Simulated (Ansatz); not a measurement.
System: ZnF₂, charge -1, multiplicity 2. The spin state was set by rule; other spins were not relaxed. SMILES of the parent species: [F][Zn][F]
Geometry from a B3LYP-D3(BJ)/def2-TZVP (Ansatz, an electronic-structure program) optimisation:
```xyz
3

Zn     0.2926    -0.1101    -0.1813
F     -0.6841     1.4053    -0.7568
F     -0.2912    -1.0384     1.3611
```
Charge -1, spin multiplicity 2.

Problem. Give the harmonic wavenumbers at B3LYP-D3(BJ)/def2-TZVP (Ansatz, finite differences of forces, unscaled).

Solution. 141, 454, 478 cm⁻¹. Zero-point energy 1.5 kcal/mol.

Problem. From these and the geometry, give the ideal-gas thermochemistry at 298.15 K and 1 atm (rigid rotor, harmonic oscillator).

Solution. Point group C2v, rotational symmetry number 2. Rotational constants 22.64, 5.013, 4.105 GHz. S(trans) 39.82, S(rot) 22.67, S(vib) 4.29, S(elec, spin only) 1.38, S 68.2 cal/(mol K). H(298) - H(0) 3.10 kcal/mol; G - E(el) -15.7 kcal/mol.
